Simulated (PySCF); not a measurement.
## Working out the excitation energy of Ga

Ga [Ar] 3d10 4s2 4p1 (2P) → Ga [Ar] 3d10 4s1 4p2 (4P). Calculation: PySCF 2.14, in x2c-TZVPPall with one added diffuse shell each of s, p, d type (7s6p5d1f, 57 functions); the spin-free X2C one-electron Hamiltonian (Gaussian nucleus). Frozen: [Ar] 3d10. Energies in hartree (1 hartree = 27.21139 eV):

| part | Ga (lower) | Ga (upper) |
| --- | --- | --- |
| UHF | -1942.169632 | -1942.047160 |
| CCSD correlation | -0.046520 | -0.012155 |
| (T) | -0.000845 | -0.000093 |

Question: What does Hartree-Fock give?

Answer: (-1942.047160) − (-1942.169632) = 0.122472 hartree = 3.333 eV.

Question: What do CCSD and CCSD(T) give?

Answer: The CCSD correlation energies differ by 0.034365 hartree = 0.935 eV and the triples by 0.000752 hartree = 0.020 eV, so CCSD gives 4.268 eV and CCSD(T) 4.288 eV.
